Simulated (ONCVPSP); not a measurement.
**What one change does to a pseudopotential (P (Z = 15), ONCV)**

phosphorus, optimised norm-conserving Vanderbilt (ONCV), made with ONCVPSP 4.0.1 (PBE, scalar-relativistic). Core [Ne], reference 3s2 3p3. Waves: 3s: rc 1.25 bohr, ncon 4, nbas 7, qcut 4 1/bohr, 1 projector; 3p: rc 1.90 bohr, ncon 4, nbas 7, qcut 3.8 1/bohr, 1 projector. Local part: polynomial inside 1.05 bohr (lpopt 5, dvloc0 2 Ha). Core correction: Teter function, fcfact 1.75, rcfact 1.25.

Change: all radii but the core radius scaled by about 1.31 (s 1.64, p 2.48 bohr); local potential polynomial inside 1.38 bohr (lpopt 5, dvloc0 2 Ha).

Cutoffs: the cutoffs (Ha) at which the residual kinetic energy of the hardest occupied pseudo-wave falls to 1 and 0.1 mHa per electron; they do not see the model core or the augmentation charge, which bear on the density cutoff. Errors are all-electron minus pseudo energies relative to the spin-unpolarised reference configuration.

**Question.** Predict the effect on cutoff, ghosts and configuration errors.

**Answer.** The potential gets softer (34 Ha and 75 Ha → 16 Ha and 39 Ha); the lowest positive-energy flag moves from s at 53.7 eV to none; of the 4 tests that both files solve, the error grows in 1 and shrinks in 3 by more than 15 % and 0.3 meV (median size 9.8 → 4.7 meV); neither file shows a bound ghost. A larger radius leaves more room for a smooth pseudo-wave, so fewer plane waves are needed.

```csv
quantity,base,changed
"cutoff, loose",34 Ha,16 Ha
"cutoff, tight",75 Ha,39 Ha
loose cutoff by channel,"s 34 Ha, p 4.3 Ha","s 16 Ha, p 4.5 Ha"
bound ghosts,none,none
GHOST(+) flags under 300 eV,s at 53.7 eV,none
"error for 3s2 3p2, meV [ΔE 9.73 eV]",+2.4,+0.9
"error for 3s2 3p1, meV [ΔE 28.88 eV]",+17,+4.1
"error for 3s2 3p0, meV [ΔE 58.62 eV]",+60,+5.4
"error for 3s0 3p5, meV [ΔE 17.20 eV]",+1.8,+10.0
"rms error of d²Exc/dni dnj with the model core, mHa",0.51,0.51
```
